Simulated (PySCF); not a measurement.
C4H11Ge, doublet, at a GFN2-xTB geometry; DF-BLYP/6-31G* (PySCF).

Input for PySCF:
```python
from pyscf import gto, scf, dft

mol = gto.M(
    atom='''
C    -1.85035356    1.56009507    0.14592461
C    -1.57669076    0.11504733   -0.06642678
C    -2.07325179   -0.86283119    0.93630274
C    -0.47103887   -0.27125152   -0.93856462
Ge    1.35925460   -0.13968053   -0.06768165
H    -2.85248235    1.71641892    0.54198171
H    -1.74655752    2.11849549   -0.78413121
H    -1.14053095    1.99270829    0.86601577
H    -1.39644362   -0.91652367    1.80145150
H    -2.13128078   -1.86437527    0.51056702
H    -3.05654015   -0.57954374    1.30802397
H    -0.56352042   -1.30878474   -1.26621876
H    -0.41699272    0.36701745   -1.82302937
H     1.48452088   -1.01152390    1.14606699
H     2.47398997   -0.54191736   -0.99123372
H     1.67770040    1.25144752    0.39290304
''',
    basis='6-31g*',
    spin=1,
    verbose=4,
)

mf = dft.UKS(mol)
mf.xc = 'blyp'
mf = mf.density_fit(auxbasis='def2-universal-jkfit')
mf.kernel()
mf.analyze()
```

What the program printed (banner, timings and long lists left out):

```
PySCF version 2.14.0

[INPUT] verbose = 4
[INPUT] num. atoms = 16
[INPUT] num. electrons = 67
[INPUT] charge = 0
[INPUT] spin (= nelec alpha-beta = 2S) = 1
[INPUT] symmetry False subgroup None
[INPUT] Mole.unit = angstrom
[INPUT] Symbol           X                Y                Z      unit          X                Y                Z       unit  Magmom
[...]
nuclear repulsion = 345.826716599852
number of shells = 58
number of NR pGTOs = 247
number of NR cGTOs = 110
basis = 6-31g*
ecp = {}

******** <class 'pyscf.df.df_jk.DFUKS'> ********
method = DFUKS
initial guess = minao
damping factor = 0
level_shift factor = 0
DIIS = <class 'pyscf.scf.diis.CDIIS'>
diis_start_cycle = 1
diis_space = 8
diis_damp = 0
SCF conv_tol = 1e-09
SCF conv_tol_grad = None
SCF max_cycles = 50
direct_scf = False
number electrons alpha = 34  beta = 33
XC library pyscf.dft.libxc version 7.1.2
    S. Lehtola, C. Steigemann, M. J. T. Oliveira, and M. A. L. Marques,  SoftwareX 7, 1–5 (2018)
XC functionals = blyp
    A. D. Becke,  Phys. Rev. A 38, 3098 (1988)
    C. Lee, W. Yang, and R. G. Parr,  Phys. Rev. B 37, 785 (1988)
    B. Miehlich, A. Savin, H. Stoll, and H. Preuss,  Chem. Phys. Lett. 157, 200 (1989)
radial grids:
    Treutler-Ahlrichs [JCP 102, 346 (1995); DOI:10.1063/1.469408] (M4) radial grids

becke partition: Becke, JCP 88, 2547 (1988); DOI:10.1063/1.454033
pruning grids: <function nwchem_prune>
grids dens level: 3
symmetrized grids: False
atomic radii adjust function: <function treutler_atomic_radii_adjust>
small_rho_cutoff = 0
Set gradient conv threshold to 3.16228e-05
tot grids = 185000
init E= -2235.10720852696

cycle= 1 E= -2235.50250816592  delta_E= -0.395  |g|= 0.558  |ddm|= 2.48
cycle= 2 E= -2235.28335134097  delta_E= 0.219  |g|= 0.861  |ddm|= 1.48
cycle= 3 E= -2235.62215921952  delta_E= -0.339  |g|= 0.111  |ddm|= 1.18
cycle= 4 E= -2235.6296987043  delta_E= -0.00754  |g|= 0.0284  |ddm|= 0.18
cycle= 5 E= -2235.6300558124  delta_E= -0.000357  |g|= 0.0084  |ddm|= 0.0367
cycle= 6 E= -2235.63010496585  delta_E= -4.92e-05  |g|= 0.00233  |ddm|= 0.0143
cycle= 7 E= -2235.63010710111  delta_E= -2.14e-06  |g|= 0.00119  |ddm|= 0.0032
cycle= 8 E= -2235.63010788355  delta_E= -7.82e-07  |g|= 0.000369  |ddm|= 0.00161
cycle= 9 E= -2235.63010794705  delta_E= -6.35e-08  |g|= 0.000119  |ddm|= 0.000397
cycle= 10 E= -2235.63010795321  delta_E= -6.16e-09  |g|= 3.18e-05  |ddm|= 0.000158
cycle= 11 E= -2235.63010795378  delta_E= -5.76e-10  |g|= 1.62e-05  |ddm|= 7.59e-05
Extra cycle  E= -2235.63010795371  delta_E= 7.09e-11  |g|= 2.31e-05  |ddm|= 5.05e-05
converged SCF energy = -2235.63010795371  <S^2> = 0.75289809  2S+1 = 2.002896
**** SCF Summaries ****
Total Energy =                       -2235.630107953710194
Nuclear Repulsion Energy =             345.826716599851693
One-electron Energy =                -3793.811018650791539
Two-electron Energy =                 1212.354194097229311
Two-electron Coulomb Energy =         1317.151797624568871
DFT Exchange-Correlation Energy =     -104.797603527339589
**** MO energy ****
                             alpha | beta                alpha | beta
[...]
To work with the spin densities directly, `use mulliken_meta_spin()` only printing them here.

 ** Mulliken spin pop alpha/beta on meta-lowdin orthogonal AOs **
 ** Mulliken Spin Density (per AO)  **
spin_pop of  0 C 1s        0.00000
spin_pop of  0 C 2s       -0.00565
spin_pop of  0 C 3s        0.00006
spin_pop of  0 C 2px      -0.00735
spin_pop of  0 C 2py      -0.01551
spin_pop of  0 C 2pz      -0.00693
spin_pop of  0 C 3px       0.00037
spin_pop of  0 C 3py       0.00015
spin_pop of  0 C 3pz       0.00031
spin_pop of  0 C 3dxy      0.00027
spin_pop of  0 C 3dyz      0.00028
spin_pop of  0 C 3dz^2     0.00000
spin_pop of  0 C 3dxz      0.00002
spin_pop of  0 C 3dx2-y2   -0.00002
spin_pop of  1 C 1s       -0.00001
spin_pop of  1 C 2s        0.04358
spin_pop of  1 C 3s        0.00010
spin_pop of  1 C 2px       0.37662
spin_pop of  1 C 2py       0.03171
[...]
spin_pop of  3 C 3pz       0.00021
spin_pop of  3 C 3dxy     -0.00001
spin_pop of  3 C 3dyz      0.00004
spin_pop of  3 C 3dz^2     0.00034
spin_pop of  3 C 3dxz      0.00002
spin_pop of  3 C 3dx2-y2    0.00034
spin_pop of  4 Ge 1s        0.00000
spin_pop of  4 Ge 2s        0.00000
spin_pop of  4 Ge 3s        0.00000
spin_pop of  4 Ge 4s        0.02494
spin_pop of  4 Ge 5s        0.00041
spin_pop of  4 Ge 2px       0.00000
spin_pop of  4 Ge 2py       0.00000
spin_pop of  4 Ge 2pz       0.00000
spin_pop of  4 Ge 3px       0.00000
spin_pop of  4 Ge 3py      -0.00000
spin_pop of  4 Ge 3pz       0.00000
spin_pop of  4 Ge 4px       0.06700
spin_pop of  4 Ge 4py       0.00310
spin_pop of  4 Ge 4pz       0.02464
spin_pop of  4 Ge 5px       0.00020
spin_pop of  4 Ge 5py       0.00013
spin_pop of  4 Ge 5pz       0.00019
spin_pop of  4 Ge 3dxy     -0.00003
spin_pop of  4 Ge 3dyz     -0.00003
spin_pop of  4 Ge 3dz^2    -0.00003
spin_pop of  4 Ge 3dxz     -0.00002
spin_pop of  4 Ge 3dx2-y2   -0.00003
spin_pop of  4 Ge 4dxy      0.00002
spin_pop of  4 Ge 4dyz     -0.00001
spin_pop of  4 Ge 4dz^2     0.00001
spin_pop of  4 Ge 4dxz      0.00017
spin_pop of  4 Ge 4dx2-y2   -0.00000
spin_pop of  4 Ge 5dxy      0.00001
spin_pop of  4 Ge 5dyz     -0.00000
spin_pop of  4 Ge 5dz^2     0.00002
spin_pop of  4 Ge 5dxz      0.00006
spin_pop of  4 Ge 5dx2-y2    0.00000
spin_pop of  5 H 1s        0.00936
spin_pop of  5 H 2s        0.00006
spin_pop of  6 H 1s        0.01235
spin_pop of  6 H 2s        0.00012
spin_pop of  7 H 1s        0.05475
spin_pop of  7 H 2s        0.00065
spin_pop of  8 H 1s        0.05465
spin_pop of  8 H 2s        0.00065
spin_pop of  9 H 1s        0.01301
spin_pop of  9 H 2s        0.00012
spin_pop of  10 H 1s        0.00878
spin_pop of  10 H 2s        0.00006
spin_pop of  11 H 1s        0.01384
spin_pop of  11 H 2s        0.00025
spin_pop of  12 H 1s        0.01440
spin_pop of  12 H 2s        0.00026
spin_pop of  13 H 1s       -0.00002
spin_pop of  13 H 2s        0.00002
spin_pop of  14 H 1s        0.01130
spin_pop of  14 H 2s        0.00015
spin_pop of  15 H 1s       -0.00014
spin_pop of  15 H 2s        0.00002
 ** Mulliken Spin Density (per atom)  **
spin density of  0 C =     -0.03401
spin density of  1 C =      0.79318
spin density of  2 C =     -0.03401
spin density of  3 C =     -0.04057
spin density of  4 Ge =      0.12075
spin density of  5 H =      0.00943
spin density of  6 H =      0.01247
spin density of  7 H =      0.05540
spin density of  8 H =      0.05530
spin density of  9 H =      0.01313
spin density of  10 H =      0.00884
spin density of  11 H =      0.01410
spin density of  12 H =      0.01466
spin density of  13 H =      0.00000
spin density of  14 H =      0.01145
spin density of  15 H =     -0.00012
 ** Mulliken pop alpha/beta on meta-lowdin orthogonal AOs **
 ** Mulliken pop       alpha | beta **
In total            34.00000 | 33.00000
 ** Mulliken atomic charges   ( Nelec_alpha | Nelec_beta ) **
charge of  0C =     -0.29977  (     3.13288      3.16689 )
charge of  1C =      0.01685  (     3.38816      2.59498 )
charge of  2C =     -0.29986  (     3.13293      3.16694 )
charge of  3C =     -0.31818  (     3.13880      3.17937 )
charge of  4Ge =      0.23582  (    15.94246     15.82171 )
charge of  5H =      0.10190  (     0.45376      0.44434 )
charge of  6H =      0.10002  (     0.45622      0.44375 )
charge of  7H =      0.09847  (     0.47846      0.42307 )
charge of  8H =      0.09847  (     0.47841      0.42311 )
charge of  9H =      0.10013  (     0.45650      0.44337 )
charge of  10H =      0.10185  (     0.45349      0.44465 )
charge of  11H =      0.10592  (     0.45409      0.43999 )
charge of  12H =      0.10602  (     0.45432      0.43966 )
charge of  13H =     -0.05016  (     0.52508      0.52508 )
charge of  14H =     -0.04731  (     0.52938      0.51793 )
charge of  15H =     -0.05019  (     0.52503      0.52516 )
Dipole moment(X, Y, Z, Debye): -0.82279, -0.00304, -0.21631
```
